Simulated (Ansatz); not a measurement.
C$_{2}$H$_{8}$BNSi (`N[SiH]1BCC1`), relaxed with RKS PBE-D4/def2-SVP in Ansatz 0.2.0 from a rough embedded geometry. The force threshold is 0.03 eV/Å; the program also tests the step.

Total charge 0; spin multiplicity 1.

Start:

```xyz
13

N    -0.359   -0.113    2.083
Si   -0.065    0.728    0.569
B    -1.295    0.106   -0.786
C     0.060   -0.676   -1.499
C     1.104   -0.200   -0.494
H    -1.154    0.392    2.587
H     0.495    0.116    2.726
H     0.177    2.160    0.615
H    -2.447    0.109   -1.017
H     0.197   -0.257   -2.469
H    -0.125   -1.749   -1.464
H     1.865    0.422   -0.953
H     1.547   -1.040    0.101
```

```
         step  energy (eV)  largest force (eV/Å)  largest move (Å)
            1  -12231.0578                 3.352             0.000
            2  -12231.6578                 1.529             0.169
            3  -12231.7796                 0.500             0.124
            4  -12231.8046                 0.220             0.046
            5  -12231.8097                 0.232             0.154
            6  -12231.8124                 0.104             0.047
            7  -12231.8144                 0.067             0.037
            8  -12231.8220                 0.180             0.145
            9  -12231.8293                 0.111             0.080
           10  -12231.8329                 0.327             0.102
           11  -12231.8495                 0.210             0.200
           13  -12231.8675                 0.172             0.100
15 (rejected)  -12231.8751                 0.402             0.150
           17  -12231.8854                 0.105             0.070
           19  -12231.8893                 0.153             0.028
           21  -12231.8948                 0.265             0.060
23 (rejected)  -12231.7969                 0.557             0.200
           25  -12231.9228                 0.094             0.100
           27  -12231.9286                 0.110             0.048
           29  -12231.9303                 0.033             0.014
           30  -12231.9305                 0.023             0.018
```

End:

```xyz
13

N    -0.101    0.482    2.385
Si   -0.082    0.600    0.647
B    -1.315   -0.133   -0.788
C     0.005   -0.416   -1.625
C     1.028   -0.546   -0.453
H    -0.600   -0.272    2.860
H    -0.077    1.327    2.957
H     0.284    2.034    0.343
H    -2.454   -0.498   -1.018
H     0.214    0.509   -2.219
H    -0.010   -1.245   -2.366
H     2.077   -0.261   -0.671
H     1.031   -1.582   -0.054
```

Run time 34 s (4 threads of an Arm Neoverse V2 on a shared host); peak host memory 0.16 GiB.
